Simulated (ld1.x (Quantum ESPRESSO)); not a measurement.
# u(r) = r·R(r): atom against pseudo-atom (C (Z = 6))

Columns: radius, all-electron u(r) and pseudo u(r) of the 2p shell (level -5.42 eV) of carbon in the configuration [He] 2s2 2p2; LDA (PZ), scalar-relativistic, TM scheme, ld1.x (Quantum ESPRESSO) 7.5.

```tsv
r (bohr)	all-electron	pseudo
0.088	0.0382	0.0161
0.175	0.1194	0.0621
0.262	0.2150	0.1334
0.350	0.3113	0.2242
0.438	0.3996	0.3248
0.525	0.4759	0.4245
0.612	0.5401	0.5161
0.700	0.5928	0.5940
0.788	0.6341	0.6536
0.875	0.6645	0.6936
0.962	0.6858	0.7169
1.050	0.6993	0.7265
1.138	0.7057	0.7262
1.225	0.7063	0.7195
1.312	0.7022	0.7093
1.400	0.6940	0.6970
1.487	0.6827	0.6836
1.575	0.6687	0.6689
1.662	0.6529	0.6530
1.750	0.6354	0.6354
1.838	0.6168	0.6168
1.925	0.5976	0.5976
2.012	0.5778	0.5778
2.100	0.5575	0.5575
2.188	0.5371	0.5371
2.275	0.5169	0.5169
```

Task: How many radial nodes do the two functions have?

Result: The all-electron 2p function has n − l − 1 = 0; the pseudo-wave has 0.

Task: At about which radius was the pseudo-wave matched?

Result: 1.75 bohr. The columns agree to 0.0005 from 1.57 bohr on; several derivatives are matched, so the curves merge somewhat inside the radius.

Task: Is the pseudo-wave norm-conserving?

Result: Yes: the TM scheme keeps the norm inside the radius equal to the all-electron one, which fixes the energy derivative of the logarithmic derivative at the level.
